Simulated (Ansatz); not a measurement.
Born–Oppenheimer molecular dynamics of AgBr (2 atoms, charge 0, multiplicity 1). It starts from a relaxed structure.

Theory: Ansatz, RKS PBE0-D4/def2-SVP.

```json
{
  "ensemble": "NVE (velocity Verlet)",
  "time step": "2 fs",
  "steps asked": "250",
  "starting velocities drawn for": "500 K",
  "seed": "623209"
}
```

Frames 10 fs apart, positions in Å, forces in eV/Å.

Velocities at 280.0 fs (Å/ps):

```
Br -1.43 0.51 -0.72
Ag 1.06 -0.38 0.54
```

```xyz
2
Properties=species:S:1:pos:R:3:forces:R:3 time_fs=280.0 energy_less_start_eV=0.001 T=475
Br 1.036 -0.392 0.517 0.13 -0.05 0.07
Ag -1.009 0.333 -0.514 -0.13 0.05 -0.07
2
Properties=species:S:1:pos:R:3:forces:R:3 time_fs=290.0 energy_less_start_eV=0.009 T=290
Br 1.023 -0.388 0.511 0.38 -0.14 0.19
Ag -0.999 0.329 -0.509 -0.38 0.14 -0.19
2
Properties=species:S:1:pos:R:3:forces:R:3 time_fs=300.0 energy_less_start_eV=0.019 T=66
Br 1.015 -0.385 0.506 0.57 -0.20 0.29
Ag -0.993 0.327 -0.506 -0.57 0.20 -0.29
2
Properties=species:S:1:pos:R:3:forces:R:3 time_fs=310.0 energy_less_start_eV=0.021 T=8
Br 1.013 -0.384 0.506 0.61 -0.21 0.31
Ag -0.992 0.327 -0.505 -0.61 0.21 -0.31
2
Properties=species:S:1:pos:R:3:forces:R:3 time_fs=320.0 energy_less_start_eV=0.014 T=172
Br 1.019 -0.386 0.508 0.49 -0.17 0.25
Ag -0.996 0.328 -0.507 -0.49 0.17 -0.25
2
Properties=species:S:1:pos:R:3:forces:R:3 time_fs=330.0 energy_less_start_eV=0.004 T=402
Br 1.030 -0.390 0.514 0.26 -0.09 0.13
Ag -1.004 0.331 -0.512 -0.26 0.09 -0.13
2
Properties=species:S:1:pos:R:3:forces:R:3 time_fs=340.0 energy_less_start_eV=0.000 T=500
Br 1.044 -0.395 0.521 -0.01 0.00 0.00
Ag -1.015 0.335 -0.517 0.01 0.00 0.00
2
Properties=species:S:1:pos:R:3:forces:R:3 time_fs=350.0 energy_less_start_eV=0.004 T=402
Br 1.058 -0.400 0.528 -0.24 0.08 -0.12
Ag -1.025 0.338 -0.522 0.24 -0.08 0.12
2
Properties=species:S:1:pos:R:3:forces:R:3 time_fs=360.0 energy_less_start_eV=0.013 T=197
Br 1.070 -0.404 0.534 -0.41 0.14 -0.20
Ag -1.034 0.341 -0.527 0.41 -0.14 0.20
2
Properties=species:S:1:pos:R:3:forces:R:3 time_fs=370.0 energy_less_start_eV=0.020 T=32
Br 1.076 -0.406 0.537 -0.49 0.18 -0.25
Ag -1.038 0.343 -0.529 0.49 -0.18 0.25
2
Properties=species:S:1:pos:R:3:forces:R:3 time_fs=380.0 energy_less_start_eV=0.021 T=13
Br 1.077 -0.406 0.538 -0.50 0.18 -0.25
Ag -1.039 0.343 -0.529 0.50 -0.18 0.25
2
Properties=species:S:1:pos:R:3:forces:R:3 time_fs=390.0 energy_less_start_eV=0.015 T=152
Br 1.071 -0.405 0.535 -0.43 0.15 -0.22
Ag -1.035 0.342 -0.527 0.43 -0.15 0.22
```

Of the whole run (500 fs, mean temperature of the second half 269 K): The conserved energy stayed within 0.024 meV per atom of its start (net change 0.017 meV per atom), so the integration is sound. The temperature averaged 0.54 of the 500 K drawn at the start: a run that starts near a minimum puts about half its kinetic energy into the potential. A run of 0.5 ps of so small a system gives no equilibrium averages.

Run time: 3.4 min on 1 thread of AMD EPYC 9R45 96-Core Processor (Zen 5) (shared host), peak memory 0.22 GiB.
